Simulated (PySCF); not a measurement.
C6H12O2.
Z-matrix (Å and degrees, PBE0-D3(BJ)/def2-SVP geometry), rows numbered from 1:
```
C 
O   1  1.4153
C   2  1.3404  1  115.96
O   3  1.2033  2  122.55  1    -0.73
C   3  1.5239  2  111.73  1   178.95
C   5  1.5332  3  108.98  2    57.02
C   5  1.5342  3  108.32  2   -62.45
C   5  1.5251  3  108.61  2   177.54
H   1  1.1001  2  110.91  3   -57.64
H   1  1.1003  2  110.93  3    62.58
H   1  1.0963  2  106.40  3  -177.61
H   6  1.1010  5  109.81  3   179.41
H   6  1.1011  5  111.18  3    60.15
H   6  1.0989  5  111.17  3   -60.56
H   7  1.1011  5  109.83  3  -179.60
H   7  1.1010  5  111.14  3   -60.34
H   7  1.0991  5  111.16  3    60.41
H   8  1.1005  5  109.99  3   179.66
H   8  1.0995  5  111.13  3   -60.15
H   8  1.0991  5  111.13  3    59.34
```

Theory: PBE0-D3(BJ)/def2-SVP geometry optimisation, gas phase (PySCF).

Take the most abundant isotopes and a rigid rotor. The values belong to one conformer with, in the numbering `[CH3:1][O:2][C:3](=[O:4])[C:5]([CH3:6])([CH3:7])[CH3:8]`, C1–O2–C3–O4 -1°.

(1) What are A, B and C (MHz)?

(2) Classify the top.

(3) What does the inertial defect say?

(4) Give the other two planar moments, Paa and Pbb, and the rms extents of the mass along the axes.

(5) Give the coordinates in the principal-axis frame, origin at the centre of mass.

(6) Which types of transition are allowed, and where do some lines up to J = 5 fall?

Answers

(1) Ia = 159.56, Ib = 332.58, Ic = 378.08 u·Å²; 505379 MHz·u·Å²/I gives A = 3167, B = 1520, C = 1337 MHz.

(2) An asymmetric top. Ray's parameter κ = (2B − A − C)/(A − C) = -0.800; −1 is the prolate and +1 the oblate limit.

(3) Not planar: Δ = Ic − Ia − Ib = -114.07 u·Å². For a rigid frame Δ = −2 Σ m c², so Σ m c² = 57.03 u·Å² lies off the ab plane: 19.22 from hydrogen and 37.81 from heavier atoms. The atom farthest from that plane is 2.18 Å away.

(4) Paa = Σ m a² = (Ib + Ic − Ia)/2 = 275.55 and Pbb = Σ m b² = (Ia + Ic − Ib)/2 = 102.53 u·Å². With the mass M = 116.08 u, the rms extents √(P/M) along a, b and c are 1.54, 0.94, 0.70 Å.

(5) The sense of each axis is arbitrary; atoms in the order of the calculation.
```json
{"atom": "C1", "mass (u)": "12.000", "a (Å)": "2.669", "b (Å)": "-0.312", "c (Å)": "-0.005"}
{"atom": "O2", "mass (u)": "15.995", "a (Å)": "1.296", "b (Å)": "-0.656", "c (Å)": "0.011"}
{"atom": "C3", "mass (u)": "12.000", "a (Å)": "0.433", "b (Å)": "0.370", "c (Å)": "0.008"}
{"atom": "O4", "mass (u)": "15.995", "a (Å)": "0.793", "b (Å)": "1.518", "c (Å)": "0.006"}
{"atom": "C5", "mass (u)": "12.000", "a (Å)": "-1.013", "b (Å)": "-0.109", "c (Å)": "0.001"}
{"atom": "C6", "mass (u)": "12.000", "a (Å)": "-1.245", "b (Å)": "-1.017", "c (Å)": "1.214"}
{"atom": "C7", "mass (u)": "12.000", "a (Å)": "-1.253", "b (Å)": "-0.898", "c (Å)": "-1.293"}
{"atom": "C8", "mass (u)": "12.000", "a (Å)": "-1.929", "b (Å)": "1.109", "c (Å)": "0.060"}
{"atom": "H9", "mass (u)": "1.008", "a (Å)": "2.908", "b (Å)": "0.308", "c (Å)": "-0.882"}
{"atom": "H10", "mass (u)": "1.008", "a (Å)": "2.943", "b (Å)": "0.252", "c (Å)": "0.899"}
{"atom": "H11", "mass (u)": "1.008", "a (Å)": "3.224", "b (Å)": "-1.256", "c (Å)": "-0.045"}
{"atom": "H12", "mass (u)": "1.008", "a (Å)": "-2.290", "b (Å)": "-1.362", "c (Å)": "1.228"}
{"atom": "H13", "mass (u)": "1.008", "a (Å)": "-1.055", "b (Å)": "-0.479", "c (Å)": "2.156"}
{"atom": "H14", "mass (u)": "1.008", "a (Å)": "-0.588", "b (Å)": "-1.897", "c (Å)": "1.182"}
{"atom": "H15", "mass (u)": "1.008", "a (Å)": "-2.296", "b (Å)": "-1.250", "c (Å)": "-1.328"}
{"atom": "H16", "mass (u)": "1.008", "a (Å)": "-1.080", "b (Å)": "-0.268", "c (Å)": "-2.180"}
{"atom": "H17", "mass (u)": "1.008", "a (Å)": "-0.589", "b (Å)": "-1.771", "c (Å)": "-1.354"}
{"atom": "H18", "mass (u)": "1.008", "a (Å)": "-2.982", "b (Å)": "0.789", "c (Å)": "0.050"}
{"atom": "H19", "mass (u)": "1.008", "a (Å)": "-1.752", "b (Å)": "1.694", "c (Å)": "0.974"}
{"atom": "H20", "mass (u)": "1.008", "a (Å)": "-1.757", "b (Å)": "1.777", "c (Å)": "-0.796"}
```

(6) The dipole components are |μa| = 0.21 D, |μb| = 1.73 D, |μc| = 0.04 D. The squared components, which scale the intensities, stand as 0.01 : 1.00 : 0.00 (a : b : c). Some lines, for components of 0.1 D or more:

```
type  branch         J(Ka,Kc)    MHz  lower level (cm⁻¹)
   a       Q  5(2,3) ← 5(2,4)    474               1.660
   b       Q  3(1,2) ← 3(0,3)   2350               0.569
   b       Q  5(1,4) ← 5(0,5)   3474               1.413
   b       Q  3(2,1) ← 3(1,2)   4750               0.648
   b       Q  4(2,3) ← 4(1,4)   6156               0.979
   b       R  4(1,3) ← 3(2,2)   7081               0.804
   a       R  3(1,2) ← 2(1,1)   8834               0.353
   b       R  2(2,0) ← 1(1,1)  11036               0.150
   a       R  4(0,4) ← 3(0,3)  11286               0.569
   a       R  4(2,2) ← 3(2,1)  11553               0.806
   a       R  4(1,3) ← 3(1,2)  11760               0.648
   b       R  4(1,4) ← 3(0,3)  12286               0.569
   a       R  5(3,2) ← 4(3,1)  14338               1.476
   b       R  5(1,5) ← 4(0,4)  14768               0.946
   b       R  3(3,1) ← 2(2,0)  17259               0.518
   b       R  5(2,4) ← 4(1,3)  18582               1.040
```

Not checked by PBE0-D3(BJ)/def2-SVP frequencies. Constants of a rigid frame at the computed geometry: no zero-point averaging, no centrifugal distortion. A rigid rotor knows nothing of internal rotation, which can split or shift real lines.

On x86-64 server, one thread, no GPU (shared host), this took 1.8 min. That covers the optimisation of the geometry.
